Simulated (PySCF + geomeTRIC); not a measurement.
Species: [Nb(=O)(CH3)3] (charge 0, multiplicity 1).

**Question.** Give a relaxed geometry from TPSS-D3(BJ)/def2-SVP (PySCF + geomeTRIC).

**Answer.** the end point of this relaxation.
Z-matrix (Å, degrees):
```
Nb
O 1 1.7114
C 1 2.1671 2 106.84
H 3 1.1042 1 114.68 2 21.37
H 3 1.1109 4 108.83 1 -123.21
H 3 1.1117 4 108.03 5 -116.65
C 1 2.1680 2 106.53 3 -120.77
H 7 1.1046 1 114.64 2 27.90
H 7 1.1104 8 108.88 1 -123.89
H 7 1.1116 8 107.89 9 -116.72
C 1 2.1697 2 105.44 7 -118.82
H 11 1.1077 1 111.16 2 60.15
H 11 1.1080 12 107.55 1 121.19
H 11 1.1100 12 108.48 13 117.15
```
